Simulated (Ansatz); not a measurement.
Born–Oppenheimer molecular dynamics of CH8BFN2SSi (15 atoms, charge 0, multiplicity 1). It starts from a relaxed structure.

These are results of RKS B3LYP-D4/STO-3G (Ansatz), not measurements.

```
ensemble                      : NVE (velocity Verlet)
time step                     : 0.25 fs
steps asked                   : 321
starting velocities drawn for : 300 K
seed                          : 520926
```

First frame:

```xyz
15
Properties=species:S:1:pos:R:3
N 1.360 -2.262 0.654
C 0.893 -0.813 0.798
B 0.373 -0.169 -0.562
S 0.499 -1.153 -2.003
Si -0.398 1.651 -0.529
N -1.890 1.757 0.433
F 0.659 2.721 0.141
H 0.468 -2.815 0.484
H 1.614 -2.567 1.640
H 1.773 -0.229 1.141
H 0.135 -0.688 1.604
H -0.030 -0.260 -2.892
H -0.759 2.124 -1.858
H -2.747 1.666 -0.163
H -1.973 0.987 1.141
```

Q: What does the run give?

A: All steps were run.

```
steps done                                               : 321
time covered                                             : 80.25 fs
mean temperature over the second half                    : 148 K
spread of the potential energy over the second half      : 3.2 meV per atom
mean potential energy of the second half above the start : 17.1 meV per atom
```

The conserved energy stayed within 0.063 meV per atom of its start (net change 0.031 meV per atom), so the integration is sound. The temperature averaged 0.49 of the 300 K drawn at the start: a run that starts near a minimum puts about half its kinetic energy into the potential. A run of 0.08 ps of so small a system gives no equilibrium averages. Limits of this set-up: minimal basis.

Q: What happens to the structure?

A: The same pairs are bonded in the first frame and the last. Pairs count as bonded within 1.25 times the sum of covalent radii (0.12 Å more for H–H). This is one draw of velocities; another would differ in detail.

Q: How do temperature and energy run in time?

A: 
```tsv
time (fs)	T (K)	potential energy less start (eV)	conserved less start (meV/atom)
0.0	300	0.000	0.00
6.5	104	0.331	0.06
13.0	178	0.205	0.02
19.5	153	0.247	0.04
26.0	137	0.274	0.04
32.5	157	0.242	0.04
39.0	192	0.182	0.03
45.5	156	0.242	0.03
52.0	131	0.284	0.04
58.5	182	0.199	0.03
65.0	82	0.367	0.05
71.5	192	0.181	0.03
78.0	134	0.280	0.04
```

Run time: 14 min on 1 thread of Arm Neoverse V2 (shared host), peak memory 0.12 GiB.
